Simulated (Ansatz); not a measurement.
Ansatz results at the PBE0-D4/def2-TZVP geometry: LUMO energy (B3LYP/def2-TZVPP) -0.88 eV; HOMO–LUMO gap (ωB97M-V/def2-TZVPP) 9.28 eV; HOMO energy (ωB97M-V/def2-TZVPP) -8.00 eV.

Each molecule was computed in one conformer, which needn't be the lowest.

Task: Which molecule gave them?
A. `[F][Au]`
B. `CC#[N+][Au-][O]C`
C. `[OH2+][Au-][N]([SiH3])[SiH3]`
D. `[SH][Au]`

Result: B. The others give `[F][Au]`: -4.38, 8.68, -10.63; `[SH][Au]`: -3.47, 7.49, -8.86; `[OH2+][Au-][N]([SiH3])[SiH3]`: -1.74, 8.65, -8.49.

B3LYP here is the variant with VWN-RPA as its local correlation; programs differ in this.
